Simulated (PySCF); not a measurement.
Gas-phase reaction: 3 SiO(OH)₂ + 3 SiH₄ → 2 (H₂SiO)₃ + 3 H₂O

Computed with PySCF (xtb for GFN2) and rigid-rotor harmonic-oscillator thermochemistry at 1 bar. † marks an energy on the PBE0/def2-TZVP geometry and frequencies; other levels use their own. MP2 freezes the core. All species are closed-shell singlets. SiO(OH)₂, (H₂SiO)₃: computed as isolated molecules; such fragments, hydroxides, amides, oligomers or adducts are transient or little studied in the gas. MP2 isn't extrapolated to the basis-set limit; its ΔH°(298 K) is -749.1 kJ in def2-SVP and -774.4 kJ in def2-TZVPP. The harmonic model lacks anharmonicity and excited electronic states, which grow with temperature; levels with a mode under 35 cm⁻¹ are left out. Internal rotation in SiO(OH)₂ is treated as a harmonic vibration of one conformer, which makes the entropy rough. Soft modes under 120 cm⁻¹ make the harmonic entropy rough for (H₂SiO)₃.

| level | ΔE electronic, kJ | ΔH°(298 K), kJ | ΔS°(298 K), J/K | ΔG°(2500 K), kJ |
|---|---|---|---|---|
| BLYP/def2-TZVP† | -639 | -617 | -220 | -84 |
| GFN2-xTB | -613 | -603 | -222 | -92 |
| MP2/def2-SVP† | -771 | -749 | -220 | -216 |
| MP2/def2-TZVPP† | -796 | -774 | -220 | -241 |
| ωB97X-V/def2-TZVP† | -808 | -786 | -220 | -253 |
ΔH° is lowest at ωB97X-V/def2-TZVP† and highest at GFN2-xTB. No reference value is set beside these.
